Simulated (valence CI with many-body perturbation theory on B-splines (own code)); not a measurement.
**Yb XXXII: E2, M1 decay**

Computed by valence CI with perturbative core correlation (CI+MBPT): three valence electrons over a frozen Dirac-Fock core [Kr], radial functions for each j: 9 s, 9 p, 10 d, 8 f, 5 g, 3 h, 1 i, with the one-electron correlation potential Σ1 (screened to all orders), the two-electron term Σ2, the three-electron term Σ3, Breit, model QED; selected single and double excitations, second order for the rest (own B-spline code, finite nucleus).

The last digits are not significant, and no measured levels were compared; by estimate large intervals hold to a few tenths of a per cent, small ones and those within an open d or f shell to about a per cent. Only levels of the ground parity were solved; by the run's estimate the other parity begins above the list, which can be wrong where configurations are misplaced.

Lines 1 to 50 of 61 in falling wavelength, among levels below 49.847 eV, chosen from the decays that carry over 1 % of a level's rate. Wavelengths and rates use the calculated energies. Electric multipoles are in the length gauge, E1 and E2 with the static RPA response of the core. S is in atomic units (e²a₀⁴ for E2 and M2, e²a₀⁶ for E3), for M1 in squared Bohr magnetons. Weak lines are less certain than strong ones. Lines between different terms over intervals too small for the method are left out, as are lines whose strength nearly cancels. The highest levels of a list are the least certain.

Levels are named by their leading jj configuration (3d3/2^4 stands for four electrons in 3d with j = 3/2), which in mixed levels can hold well under half, so a name can repeat and another be missing. Letters in brackets count levels of one name in rising energy.

```csv
λ vac (nm),Upper,Lower,Type,A (s⁻¹),S (a.u.)
2530,(4d3/2^2 4d5/2) J=9/2,(4d3/2^2 4d5/2) J=7/2,M1,5.23e-01,3.14e+00
727.1,(4d3/2^2 4d5/2) J=1/2,(4d3/2^2 4d5/2) J=3/2,M1,5.99e+01,1.71e+00
372.4,(4d3/2^2 4d5/2) J=7/2,(4d3/2^2 4d5/2) J=5/2 [a],M1,3.34e+02,5.12e+00
358.3,(4d3/2 4d5/2^2) J=11/2,(4d3/2 4d5/2^2) J=9/2,M1,1.16e+02,2.38e+00
302.3,(4d3/2 4d5/2^2) J=5/2 [b],(4d3/2 4d5/2^2) J=3/2 [a],M1,2.60e+02,1.60e+00
243.7,(4d3/2 4d5/2^2) J=5/2 [a],(4d3/2 4d5/2^2) J=7/2 [a],M1,2.56e+02,8.25e-01
183.7,(4d5/2^3) J=3/2,(4d3/2 4d5/2^2) J=3/2 [b],M1,7.39e+02,6.80e-01
166.6,(4d3/2^2 4d5/2) J=5/2 [b],(4d3/2^2 4d5/2) J=7/2,M1,2.03e+02,2.09e-01
157.1,(4d3/2 4d5/2^2) J=7/2 [b],(4d3/2 4d5/2^2) J=7/2 [a],M1,5.51e+02,6.34e-01
150.9,(4d3/2 4d5/2^2) J=5/2 [a],(4d3/2^2 4d5/2) J=5/2 [b],M1,2.56e+03,1.96e+00
147.1,(4d3/2^2 4d5/2) J=5/2 [b],(4d3/2^2 4d5/2) J=3/2,M1,1.62e+03,1.15e+00
130.4,(4d3/2 4d5/2^2) J=3/2 [b],(4d3/2 4d5/2^2) J=1/2,M1,1.85e+03,6.10e-01
123.1,(4d5/2^3) J=5/2,(4d3/2 4d5/2^2) J=3/2 [b],M1,1.95e+03,8.08e-01
122.2,(4d5/2^3) J=9/2,(4d3/2 4d5/2^2) J=11/2,M1,1.30e+03,8.80e-01
121.2,(4d3/2 4d5/2^2) J=5/2 [b],(4d3/2^2 4d5/2) J=5/2 [b],M1,5.34e+03,2.12e+00
118.4,(4d3/2 4d5/2^2) J=3/2 [b],(4d3/2 4d5/2^2) J=3/2 [a],M1,3.07e+03,7.54e-01
118.3,(4d3/2^2 4d5/2) J=5/2 [a],(4d3/2^3) J=3/2,M1,1.64e+04,6.06e+00
117.3,(4d3/2 4d5/2^2) J=7/2 [a],(4d3/2^2 4d5/2) J=7/2,M1,6.36e+03,3.04e+00
115.1,(4d3/2^2 4d5/2) J=5/2 [b],(4d3/2^2 4d5/2) J=5/2 [a],M1,3.78e+02,1.28e-01
112.5,(4d3/2 4d5/2^2) J=7/2 [b],(4d3/2^2 4d5/2) J=5/2 [b],M1,1.03e+03,4.34e-01
108.3,(4d3/2 4d5/2^2) J=9/2,(4d3/2^2 4d5/2) J=9/2,M1,1.20e+04,5.66e+00
103.8,(4d3/2 4d5/2^2) J=9/2,(4d3/2^2 4d5/2) J=7/2,M1,7.68e+03,3.19e+00
96.70,(4d3/2^2 4d5/2) J=3/2,(4d3/2^3) J=3/2,M1,1.40e+04,1.88e+00
96.46,(4d3/2 4d5/2^2) J=3/2 [a],(4d3/2^2 4d5/2) J=1/2,M1,4.60e+03,6.12e-01
94.48,(4d5/2^3) J=3/2,(4d3/2 4d5/2^2) J=5/2 [b],M1,1.13e+03,1.41e-01
91.11,(4d5/2^3) J=9/2,(4d3/2 4d5/2^2) J=9/2,M1,1.78e+04,5.00e+00
89.78,(4d3/2^2 4d5/2) J=7/2,(4d3/2^3) J=3/2,E2,3.45e+00,1.44e-02
89.70,(4d3/2 4d5/2^2) J=1/2,(4d3/2^2 4d5/2) J=1/2,M1,2.66e+04,1.42e+00
89.22,(4d3/2 4d5/2^2) J=7/2 [a],(4d3/2^2 4d5/2) J=5/2 [a],M1,2.82e+04,5.95e+00
85.35,(4d3/2^2 4d5/2) J=1/2,(4d3/2^3) J=3/2,M1,5.19e+03,2.39e-01
85.17,(4d3/2 4d5/2^2) J=3/2 [a],(4d3/2^2 4d5/2) J=3/2,M1,2.70e+04,2.48e+00
83.16,(4d3/2 4d5/2^2) J=11/2,(4d3/2^2 4d5/2) J=9/2,M1,8.64e+03,2.21e+00
82.77,(4d5/2^3) J=9/2,(4d3/2 4d5/2^2) J=7/2 [a],M1,2.48e+04,5.22e+00
81.90,(4d5/2^3) J=3/2,(4d3/2 4d5/2^2) J=5/2 [a],M1,1.70e+04,1.39e+00
79.85,(4d3/2 4d5/2^2) J=1/2,(4d3/2^2 4d5/2) J=3/2,M1,1.35e+03,5.09e-02
79.20,(4d3/2 4d5/2^2) J=5/2 [a],(4d3/2^2 4d5/2) J=7/2,M1,1.37e+03,1.52e-01
79.16,(4d5/2^3) J=5/2,(4d3/2 4d5/2^2) J=7/2 [b],M1,6.78e+03,7.49e-01
76.27,(4d5/2^3) J=3/2,(4d3/2 4d5/2^2) J=1/2,M1,9.64e+03,6.35e-01
75.37,(4d5/2^3) J=5/2,(4d3/2 4d5/2^2) J=5/2 [b],M1,1.19e+04,1.14e+00
74.67,(4d3/2 4d5/2^2) J=3/2 [b],(4d3/2^2 4d5/2) J=5/2 [b],M1,1.60e+04,9.85e-01
74.50,(4d3/2 4d5/2^2) J=5/2 [a],(4d3/2^2 4d5/2) J=3/2,M1,1.38e+04,1.27e+00
73.37,(4d3/2 4d5/2^2) J=3/2 [a],(4d3/2^2 4d5/2) J=5/2 [a],M1,1.33e+04,7.82e-01
71.98,(4d5/2^3) J=3/2,(4d3/2 4d5/2^2) J=3/2 [a],M1,1.62e+04,8.97e-01
70.16,(4d3/2 4d5/2^2) J=5/2 [b],(4d3/2^2 4d5/2) J=7/2,M1,7.99e+03,6.14e-01
69.00,(4d3/2 4d5/2^2) J=7/2 [b],(4d3/2^2 4d5/2) J=9/2,M1,4.63e+03,4.51e-01
67.17,(4d3/2 4d5/2^2) J=7/2 [b],(4d3/2^2 4d5/2) J=7/2,M1,4.46e+03,4.01e-01
67.14,(4d5/2^3) J=5/2,(4d3/2 4d5/2^2) J=5/2 [a],M1,1.50e+04,1.01e+00
65.31,(4d3/2 4d5/2^2) J=5/2 [a],(4d3/2^2 4d5/2) J=5/2 [a],M1,2.11e+03,1.30e-01
60.33,(4d5/2^3) J=5/2,(4d3/2 4d5/2^2) J=3/2 [a],M1,1.95e+04,9.52e-01
59.04,(4d3/2 4d5/2^2) J=5/2 [b],(4d3/2^2 4d5/2) J=5/2 [a],M1,9.24e+02,4.23e-02
```
